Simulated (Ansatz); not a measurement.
Relaxation of SeH2 (H2Se) with RKS PBE-D4/def2-TZVP.

```sh
$ ansatz run in.yaml --threads 2 --pin off --events-out ev --progress --plain --max-ram 4352MiB
```

```yaml
crystal:
  periodic: [false, false, false]
  atoms:
    - {symbol: Se, position_ang: [0.005610, -0.007800, -0.669670]}
    - {symbol: H, position_ang: [1.025160, -0.016960, 0.342160]}
    - {symbol: H, position_ang: [-1.030770, 0.024760, 0.327510]}
basis:
  gaussian: {orbitals: def2-TZVP}
hamiltonian: {xc: pbe, dispersion: d4}
scf: {omitted_lower_state_checks: [starts]}
output: {orbitals: {seedname: orbitals}}
relax: {f_tol: 0.02, max_steps: 100}
```

Hardware: 2 threads of Arm Neoverse N1 on a shared host. Wall time 2.4 s.

Positions (Å) and forces (eV/Å) at steps 1, 2, 3 of 3:

```xyz
3
step=1 energy=-65372.1518 eV
Se    0.006   -0.008   -0.670   -0.028   -0.015   -1.362
H     1.025   -0.017    0.342    0.682   -0.006    0.705
H    -1.031    0.025    0.328   -0.654    0.021    0.657
3
step=2 energy=-65372.1889 eV
Se    0.005   -0.008   -0.688   -0.007   -0.003   -0.310
H     1.043   -0.017    0.352    0.150   -0.001    0.161
H    -1.048    0.025    0.336   -0.143    0.005    0.149
3
step=3 energy=-65372.1911 eV
Se    0.005   -0.008   -0.695   -0.001    0.000   -0.005
H     1.047   -0.017    0.355    0.008    0.000    0.003
H    -1.052    0.025    0.339   -0.008    0.000    0.002
```
